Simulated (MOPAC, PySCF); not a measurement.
AlBr2F, SMILES `[Br][Al]([F])[Br]`, neutral singlet in the gas phase. 

Cartesian coordinates (Å):
SMILES: [Br][Al]([Br])[F]
```xyz
4

F      1.6612    -0.4995     0.3227
Al     0.1227    -0.0368     0.0238
Br    -0.3459     2.1322    -0.1003
Br    -1.4380    -1.5958    -0.2462
```
Charge 0, spin multiplicity 1.

All levels are single points at this geometry (PBE0-D3(BJ)/def2-TZVP); Pople sets use spherical d functions. Orbital energies aren't observables, and empty levels follow the basis.

```json
[
 {"level": "M06-2X/def2-TZVP in PySCF", "HOMO (eV)": "-10.13", "LUMO (eV)": "-0.90", "gap (eV)": "9.24", "dipole (D)": "0.66", "vertical IE, Delta-SCF (eV)": "–"},
 {"level": "PBE-D3(BJ)/def2-TZVP in PySCF", "HOMO (eV)": "-7.60", "LUMO (eV)": "-2.33", "gap (eV)": "5.27", "dipole (D)": "0.63", "vertical IE, Delta-SCF (eV)": "–"},
 {"level": "B3LYP/3-21G in PySCF", "HOMO (eV)": "-8.34", "LUMO (eV)": "-1.69", "gap (eV)": "6.66", "dipole (D)": "0.20", "vertical IE, Delta-SCF (eV)": "–"},
 {"level": "B3LYP/6-311+G** (LANL2DZ on Br) in PySCF", "HOMO (eV)": "-8.65", "LUMO (eV)": "-1.99", "gap (eV)": "6.67", "dipole (D)": "0.49", "vertical IE, Delta-SCF (eV)": "–"},
 {"level": "B3LYP/LANL2DZ in PySCF", "HOMO (eV)": "-8.82", "LUMO (eV)": "-2.17", "gap (eV)": "6.65", "dipole (D)": "0.72", "vertical IE, Delta-SCF (eV)": "–"},
 {"level": "PBE/6-31G* in PySCF", "HOMO (eV)": "-7.53", "LUMO (eV)": "-2.33", "gap (eV)": "5.20", "dipole (D)": "0.35", "vertical IE, Delta-SCF (eV)": "10.54"},
 {"level": "SVWN5/6-31G* in PySCF", "HOMO (eV)": "-7.68", "LUMO (eV)": "-2.60", "gap (eV)": "5.08", "dipole (D)": "0.38", "vertical IE, Delta-SCF (eV)": "10.75"},
 {"level": "HF/3-21G in PySCF", "HOMO (eV)": "-11.70", "LUMO (eV)": "1.56", "gap (eV)": "13.26", "dipole (D)": "0.17", "vertical IE, Delta-SCF (eV)": "–"},
 {"level": "HF/6-31G* in PySCF", "HOMO (eV)": "-11.83", "LUMO (eV)": "1.56", "gap (eV)": "13.39", "dipole (D)": "0.37", "vertical IE, Delta-SCF (eV)": "11.05"},
 {"level": "AM1 in MOPAC", "HOMO (eV)": "-11.44", "LUMO (eV)": "-1.79", "gap (eV)": "9.65", "dipole (D)": "0.31", "vertical IE, Delta-SCF (eV)": "–"},
 {"level": "PM3 in MOPAC", "HOMO (eV)": "-12.85", "LUMO (eV)": "-3.78", "gap (eV)": "9.06", "dipole (D)": "2.24", "vertical IE, Delta-SCF (eV)": "–"},
 {"level": "PM6 in MOPAC", "HOMO (eV)": "-11.14", "LUMO (eV)": "0.00", "gap (eV)": "11.13", "dipole (D)": "0.74", "vertical IE, Delta-SCF (eV)": "–"},
 {"level": "PM7 in MOPAC", "HOMO (eV)": "-10.44", "LUMO (eV)": "-0.63", "gap (eV)": "9.81", "dipole (D)": "0.81", "vertical IE, Delta-SCF (eV)": "–"}
]
```
